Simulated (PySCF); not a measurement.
H4Al (SMILES [AlH4-]), charge -1, singlet, geometry from GFN2-xTB (such geometries of metal compounds can be far from the true shape).

The PySCF input:
```python
from pyscf import gto, scf, cc

mol = gto.M(
    atom='''
Al    0.000000    0.000000    0.000000
H     1.189264   -0.207851    1.091787
H    -1.184882    0.904432    0.653920
H    -0.599867   -1.450317   -0.431617
H     0.595484    0.753737   -1.314090
''',
    basis='aug-cc-pvdz',
    charge=-1,
    spin=0,
    verbose=4,
)

mf = scf.RHF(mol)
mf.kernel()

mycc = cc.CCSD(mf, frozen=5)
mycc.kernel()
et = mycc.ccsd_t()
print('E(CCSD(T)) = %.10f' % (mycc.e_tot + et))
```

Q: What T1 diagnostic does PySCF with CCSD(T)/aug-cc-pVDZ give?

A: 0.010

Q: Give the number of basis functions at the level CCSD(T)/aug-cc-pVDZ.

A: 63

Q: What coupled-cluster correlation energy (without the perturbative part) does CCSD(T)/aug-cc-pVDZ give?

A: -0.1460 Eh

Q: Predict the nuclear repulsion energy from CCSD(T)/aug-cc-pVDZ.

A: 18.0996 Eh

Q: What is the computed MP2 correlation energy (CCSD(T)/aug-cc-pVDZ)?

A: -0.1130 Eh

Q: What SCF-reference HOMO-LUMO gap does CCSD(T)/aug-cc-pVDZ give?

A: 8.91 eV
